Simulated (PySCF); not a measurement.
GeHCl, SMILES [Cl][GeH] (connectivity only; charge and spin as stated), neutral, multiplicity 1. Atoms are numbered in the order given.

```xyz
3

Ge     0.0512     0.7369     0.0000
H     -1.5334     0.8869     0.0000
Cl    -0.0062    -1.4393     0.0000
```
Charge 0, spin multiplicity 1.

Geometry: ωB97X-D3(BJ)/def2-TZVP.

Calculation: PySCF with CAM-B3LYP/def2-TZVPD.

Symmetry labels are those of the subgroup Cs that the program uses (full group Cs).

Task: List the valence orbital energies around the gap with their symmetry. (The exact figures need the calculation; the answer reports its results.)

Result: 
```
orbital  symmetry  energy (eV)
-------  --------  -----------
HOMO−7         A'       -35.80
HOMO−6         A'       -35.74
HOMO−5         A'       -24.37
HOMO−4         A'       -16.21
HOMO−3         A'       -11.70
HOMO−2         A"       -10.87
HOMO−1         A'       -10.74
HOMO           A'        -8.48
LUMO           A"        -2.06
LUMO+1         A'         0.42
LUMO+2         A'         0.99
LUMO+3         A'         1.75
```
